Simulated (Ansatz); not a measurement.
Consider the formal hydrolysis of a V–N bond: `[NH]=[V]([NH2])([NH2])[OH]` + H₂O → `[NH]=[V]([NH2])([OH])[OH]` + NH₃.

Program: Ansatz. Geometries: PBE0-D4/def2-TZVP. ΔE: electronic, gas phase. CCSD(T)/CBS adds triple-zeta CCSD(T) − MP2 to the extrapolated MP2 energy (def2 sets, frozen cores). This one scheme is used for every species. Functionals use def2-TZVPP. B3LYP here is the variant with VWN-RPA as its local correlation; programs differ in this. HSE06 is defined as in plane-wave codes. For V outer-core shells are correlated without core-valence functions, which leaves a few kJ/mol of doubt a bond. Scalar relativity is left out up to krypton. One conformer a species, not always the lowest.

`[NH]=[V]([NH2])([NH2])[OH]`:

Cartesian coordinates in Å:
```
N 1.388 -0.893 -0.178
V 0.145 0.073 0.148
N -1.236 -1.045 0.621
N -0.181 0.998 -1.406
O 0.446 1.230 1.471
H 2.230 -1.440 -0.289
H -1.233 -2.050 0.568
H -2.149 -0.690 0.869
H 0.258 0.838 -2.298
H -0.929 1.674 -1.478
H 1.259 1.304 1.971
```

H₂O:

Cartesian coordinates in Å:
```
O -0.357 0.112 0.108
H 0.397 0.672 -0.089
H -0.041 -0.785 -0.019
```

`[NH]=[V]([NH2])([OH])[OH]`:

```xyz
10

N    -0.787   -1.294    0.162
V    -0.182    0.191    0.051
N     1.571   -0.074   -0.395
O    -0.313    1.063    1.594
O    -1.013    1.138   -1.204
H    -1.231   -2.197    0.249
H     2.193    0.712   -0.529
H     2.037   -0.954   -0.535
H    -0.613    0.652    2.406
H    -1.664    0.763   -1.799
```

NH₃:

```xyz
4

N    -0.225   -0.062   -0.157
H    -0.443   -0.070    0.832
H     0.527   -0.724   -0.301
H     0.141    0.856   -0.374
```

| level | ΔE (kJ/mol) | difference from CCSD(T)/CBS |
| --- | --- | --- |
| LDA (SPW92) | -50.8 | -5.4 |
| PBE-D4 | -52.7 | -7.3 |
| revPBE-D4 | -51.7 | -6.3 |
| BLYP-D4 | -54.0 | -8.6 |
| r2SCAN-D4 | -56.1 | -10.7 |
| B97M-V | -58.6 | -13.2 |
| PBE0-D4 | -49.8 | -4.4 |
| B3LYP-D4 | -51.9 | -6.5 |
| r2SCANh-D4 | -54.4 | -9.0 |
| r2SCAN0-D4 | -52.2 | -6.8 |
| HSE06-D4 | -49.8 | -4.4 |
| BHLYP-D4 | -50.8 | -5.4 |
| CAM-B3LYP-D4 | -53.4 | -8.0 |
| ωB97X-V | -54.0 | -8.6 |
| B2PLYP | -52.2 | -6.8 |
| PBE-QIDH | -48.2 | -2.8 |
| PBE | -54.6 | -9.2 |
| revPBE | -55.8 | -10.4 |
| BLYP | -57.8 | -12.4 |
| r2SCAN | -56.7 | -11.3 |
| PBE0 | -51.5 | -6.1 |
| r2SCANh | -55.0 | -9.6 |
| r2SCAN0 | -52.8 | -7.4 |
| HSE06 | -51.4 | -6.0 |
| BHLYP | -53.2 | -7.8 |
| CAM-B3LYP | -55.2 | -9.8 |
| LC-ωPBE | -54.3 | -8.9 |
| RPA@PBE/def2-TZVPP | -50.2 | -4.8 |
| HF/def2-SVP | -54.8 | -9.4 |
| MP2/def2-SVP | -58.6 | -13.2 |
| CCSD(T)/def2-SVP | -58.7 | -13.3 |
| MP2/def2-TZVPP | -44.0 | 1.4 |
| SCS-MP2/def2-TZVPP | -47.2 | -1.8 |
| CCSD/def2-TZVPP | -48.9 | -3.5 |
| CCSD(T)/def2-TZVPP | -48.6 | -3.2 |
| HF/def2-QZVPP | -53.8 | -8.4 |
| SCS-MP2/def2-QZVPP | -45.3 | 0.1 |
| HF/CBS(def2) | -53.7 | -8.3 |
| MP2/CBS(def2) | -40.8 | 4.6 |
| CCSD/CBS(def2) | -45.7 | -0.3 |
| CCSD(T)/CBS | -45.4 | 0 |

Largest T1 diagnostic among the species: 0.030, so the coupled-cluster value is less sure than usual.

From r2SCAN to r2SCAN0 (25 % exact exchange), in def2-TZVPP and without D4, ΔE moves by +3.9 kJ/mol. Leaving LDA and LC-ωPBE aside and taking each functional with its dispersion term where it has one, the values spread over 10.3 kJ/mol, from B97M-V to PBE-QIDH. LDA lies +3.8 kJ/mol from PBE without D4. In def2-TZVPP, CCSD(T) changes the Hartree–Fock value by +5.7 kJ/mol (the triples alone add +0.2 kJ/mol) and MP2 by +10.4 kJ/mol.
